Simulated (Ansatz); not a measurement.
C2ClF5 (`FC(F)(F)C(F)(F)Cl`). Charge 0, multiplicity 1.

| atom | x (Å) | y (Å) | z (Å) |
| --- | --- | --- | --- |
| F1 | 1.062 | -0.800 | 1.139 |
| C2 | 0.746 | -0.264 | -0.030 |
| F3 | 0.840 | -1.188 | -0.974 |
| F4 | 1.602 | 0.714 | -0.299 |
| C5 | -0.691 | 0.321 | 0.014 |
| F6 | -0.956 | 0.878 | -1.165 |
| F7 | -0.734 | 1.267 | 0.948 |
| Cl8 | -1.869 | -0.928 | 0.367 |

(1) What are the harmonic wavenumbers in cm⁻¹ at PBE0-D4/def2-TZVP (Ansatz, finite differences of forces, unscaled)? (Best estimate.)

(2) Is this a minimum?

(3) Give the ideal-gas thermochemistry at 298.15 K and 1 bar (rigid rotor, harmonic oscillator; point group Cs, symmetry number 1).

(4) And at 400, 500, 600, 800 and 1000 K?

Answers

(1) Ansatz gave: 69, 181, 220, 315, 333, 365, 443, 455, 560, 600, 657, 773, 988, 1150, 1214, 1253, 1269, 1360.

(2) Yes, all 18 modes are real.

(3) Zero-point energy 73.0 kJ/mol; H(298) − E = 94.1 kJ/mol; entropy 356.4 J/(mol·K), of which translation 171.7, rotation 119.5, vibration 65.2; G(298) − E = -12.2 kJ/mol. Modes under 100 cm⁻¹ are hindered rotations or soft bends, so the harmonic entropy is rough.

(4) 
```json
{"T (K)": "400", "H − E (kJ/mol)": "106.2", "S (J/mol/K)": "391.2", "G − E (kJ/mol)": "-50.3"}
{"T (K)": "500", "H − E (kJ/mol)": "119.6", "S (J/mol/K)": "421.2", "G − E (kJ/mol)": "-91.0"}
{"T (K)": "600", "H − E (kJ/mol)": "134.1", "S (J/mol/K)": "447.6", "G − E (kJ/mol)": "-134.4"}
{"T (K)": "800", "H − E (kJ/mol)": "165.4", "S (J/mol/K)": "492.6", "G − E (kJ/mol)": "-228.6"}
{"T (K)": "1000", "H − E (kJ/mol)": "198.5", "S (J/mol/K)": "529.5", "G − E (kJ/mol)": "-330.9"}
```
